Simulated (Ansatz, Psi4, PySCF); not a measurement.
I₃In (SMILES [I][In]([I])[I]), singlet, at a GFN2-xTB geometry (such geometries of metal compounds can be far from the true shape) (core potentials on I, In). Base run: PBE0/def2-SVP run with PySCF.

The PySCF input:
```python
from pyscf import gto, scf, dft

mol = gto.M(
    atom='''
In   -0.00000000   -0.00000000    0.00000000
I     2.54499834   -0.41292967   -0.80803752
I    -0.93309036   -1.23964966    2.21202695
I    -1.61190798    1.65257933   -1.40398942
''',
    basis='def2-svp',
    ecp={'I': 'def2-svp', 'In': 'def2-svp'},
    verbose=4,
)

mf = dft.RKS(mol)
mf.xc = 'pbe0'
mf.kernel()
```

The same geometry, method and basis name were run in Ansatz (a program for electronic structure) and Psi4 and PySCF, at each program's defaults and at the settings that a row names. The base is PySCF at its defaults. Differences at the defaults can come from grids, fitting, cores and function types together.

```
code and settings                                                                             ΔE vs base (mEh)  basis functions       E (Eh)  SCF cycles
--------------------------------------------------------------------------------------------  ----------------  ---------------  -----------  ----------
PySCF, defaults (exact integrals, its default grid, spherical functions)                                 0.000              104  -1083.44104           9
Psi4, defaults (density fitting with its default set, its default grid, spherical functions)            -0.036              104  -1083.44107           8
Ansatz, defaults (factorised integrals, its default grid, spherical functions)                           0.016              104  -1083.44102           -
PySCF, density fitting with def2-universal-jkfit                                                        -0.025              104  -1083.44106           9
PySCF, fine grid                                                                                         0.020              104  -1083.44102           9
Psi4, exact integrals, spherical functions, fine grid                                                    0.017              104  -1083.44102          11
Ansatz, high accuracy                                                                                    0.015              104  -1083.44102           -
```
